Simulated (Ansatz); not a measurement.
Program: Ansatz. Geometries: PBE0-D4/def2-TZVP. ΔE: electronic, gas phase. CCSD(T)/CBS adds triple-zeta CCSD(T) − MP2 to the extrapolated MP2 energy (def2 sets, frozen cores). DFT in def2-TZVPP. For Ge outer-core shells are correlated without core-valence functions, which leaves a few kJ/mol of doubt a bond. Scalar relativity is left out up to krypton. Each species was taken in one conformer, which may not be the lowest.

Consider the ligand exchange at a Ge–C bond: `C[CH]([GeH3])C#N` + `N[SiH](F)Cl` → `F[SiH](Cl)[NH][GeH3]` + `CCC#N`.

`C[CH]([GeH3])C#N`:

Cartesian coordinates in Å:
```
C 0.375 0.118 -1.423
C -0.094 0.573 -0.040
Ge 0.405 -0.737 1.372
C -1.524 0.783 0.009
N -2.667 0.918 0.053
H 0.120 0.856 -2.186
H 1.458 -0.018 -1.428
H -0.089 -0.829 -1.703
H 0.391 1.515 0.233
H -0.057 -0.223 2.740
H 1.936 -0.876 1.337
H -0.256 -2.080 1.038
```

`N[SiH](F)Cl`:

Cartesian coordinates in Å:
```
N -0.885 -0.371 -0.478
Si 0.566 0.200 0.160
F 1.279 -0.797 1.178
Cl 0.160 1.888 1.230
H -1.754 -0.310 0.025
H -0.906 -1.069 -1.203
H 1.541 0.459 -0.911
```

`F[SiH](Cl)[NH][GeH3]`:

Cartesian coordinates in Å:
```
F 1.553 1.017 1.763
Si 0.194 1.167 0.946
Cl 0.002 3.167 0.571
N 0.188 0.319 -0.511
Ge -0.311 -1.442 -0.777
H -0.881 0.690 1.831
H 0.598 0.776 -1.313
H -0.938 -1.904 0.543
H 0.922 -2.291 -1.126
H -1.327 -1.499 -1.928
```

`CCC#N`:

Cartesian coordinates in Å:
```
C 0.370 -0.867 -0.393
C -0.230 0.528 -0.245
C -0.385 0.922 1.147
N -0.499 1.215 2.252
H -0.264 -1.616 0.083
H 0.467 -1.119 -1.450
H 1.357 -0.917 0.067
H -1.214 0.579 -0.721
H 0.398 1.274 -0.739
```

| level | ΔE (kJ/mol) |
| --- | --- |
| PBE-D4 | -21.9 |
| HF/def2-TZVPP | -44.1 |

Problem. What does CCSD(T)/CBS give? (Estimate.)

Solution. The calculation gave: -26.3 kJ/mol. The listed levels differ from it by 4.4, -17.8 kJ/mol.

Largest T1 diagnostic among the species: 0.012.

In def2-TZVPP, CCSD(T) changes the Hartree–Fock value by +15.1 kJ/mol (the triples alone add +1.8 kJ/mol) and MP2 by +18.1 kJ/mol.
